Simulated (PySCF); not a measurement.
# `c1ccc(Sc2ccccc2)cc1`: 4 charge schemes on one density

C12H10S.
Structure used (PBE0-D3(BJ)/def2-SVP), in Å, numbered top down from 1:
```
atom  x, y, z in Å
C1    -3.959   -0.831    0.790
C2    -2.755   -1.157    1.417
C3    -1.622   -0.373    1.222
C4    -1.681    0.737    0.369
S5    -0.293    1.815    0.133
C6     1.049    0.683   -0.113
C7     2.295    1.017    0.429
C8     3.399    0.200    0.196
C9     3.266   -0.965   -0.557
C10    2.020   -1.302   -1.090
C11    0.917   -0.480   -0.882
C12   -2.885    1.060   -0.265
C13   -4.021    0.283   -0.045
H14   -4.847   -1.446    0.953
H15   -2.700   -2.026    2.078
H16   -0.685   -0.620    1.725
H17    2.390    1.917    1.041
H18    4.368    0.470    0.622
H19    4.129   -1.611   -0.729
H20    1.908   -2.211   -1.686
H21   -0.053   -0.738   -1.313
H22   -2.921    1.918   -0.940
H23   -4.958    0.544   -0.544
```

Density: PBE0/pcSseg-1 (PySCF); schemes: Mulliken, IAO, Hirshfeld and ESP-fitted. One conformer (not necessarily the lowest) at the PBE0-D3(BJ)/def2-SVP geometry, without solvent, vibrations or thermal averaging.

Problem. Give the atomic charges in each scheme.

Solution. In e; atoms taken as equivalent share a row and are averaged (×n: the atom named and its like, n in all):

| atom | environment | Mulliken | IAO | Hirshfeld | ESP-fitted |
| --- | --- | --- | --- | --- | --- |
| C1/C9 | aromatic CH carbon | -0.083 | -0.154 | -0.050 | -0.083 |
| C2/C8/C10/C13 | aromatic CH carbon | -0.090 | -0.145 | -0.046 | -0.230 |
| C3/C7/C11/C12 | aromatic CH carbon | +0.022 | -0.155 | -0.055 | -0.024 |
| C4/C6 | substituted aromatic carbon | -0.414 | -0.112 | -0.016 | -0.012 |
| S5 | sulfide sulfur | +0.268 | +0.176 | +0.035 | -0.165 |
| H14/H19 | aromatic hydrogen | +0.099 | +0.153 | +0.051 | +0.135 |
| H15/H18/H20/H23 | aromatic hydrogen | +0.102 | +0.154 | +0.053 | +0.156 |
| H16/H17/H21/H22 | aromatic hydrogen | +0.098 | +0.158 | +0.047 | +0.120 |

Mean size of the charges over all atoms: IAO 0.150 e, ESP-fitted 0.130 e, Mulliken 0.118 e, Hirshfeld 0.047 e. Each set sums to the total charge, 0, to within 0.001 e. The Mulliken scheme gives each basis function's population to the atom it is centred on and halves the overlap population of two atoms between them. The ESP scheme is a least-squares fit of atom-centred charges to the potential on four shells outside the van der Waals surface, with the total charge fixed.

Some averages cover members that differ in this geometry: C3/C7/C11/C12, ESP-fitted -0.127 to +0.061; C2/C8/C10/C13, ESP-fitted -0.297 to -0.149; H16/H17/H21/H22, ESP-fitted +0.097 to +0.143; C3/C7/C11/C12, Mulliken +0.003 to +0.040 e.

Lowest charge. The schemes don't all agree: Mulliken C4/C6 (-0.414); IAO C3/C7/C11/C12 (-0.155); Hirshfeld C3/C7/C11/C12 (-0.055); ESP-fitted C2/C8/C10/C13 (-0.230).

Highest charge. The schemes don't all agree: Mulliken S5 (+0.268); IAO S5 (+0.176); Hirshfeld H15/H18/H20/H23 (+0.053); ESP-fitted H15/H18/H20/H23 (+0.156).

Problem. Sum the charges by element, for elements with more than one atom.

Solution. 
| element | atoms | Mulliken | IAO | Hirshfeld | ESP-fitted |
| --- | --- | --- | --- | --- | --- |
| C | 12 | -1.266 | -1.730 | -0.536 | -1.207 |
| H | 10 | +0.998 | +1.554 | +0.500 | +1.372 |

Problem. How closely do the schemes follow one another over all atoms?

Solution. Correlation coefficient and root-mean-square difference: IAO with Hirshfeld 0.99, 0.104 e; Hirshfeld with ESP-fitted 0.74, 0.116 e; IAO with ESP-fitted 0.71, 0.114 e; Mulliken with IAO 0.66, 0.127 e; Mulliken with Hirshfeld 0.54, 0.137 e; Mulliken with ESP-fitted 0.36, 0.171 e.

Problem. How many electrons does the IAO scheme count on C8?

Solution. Its own charge is -0.145 e, so Z − q = 6.145.

These values come from a run that also computed NMR shieldings. The run took 51 s wall, 2.0 min CPU on 2 threads of an Intel Xeon Platinum 8488C, no GPU, shared host with 192 logical CPUs at a one-minute load of 74, and the process peaked at 2.1 GiB of memory.
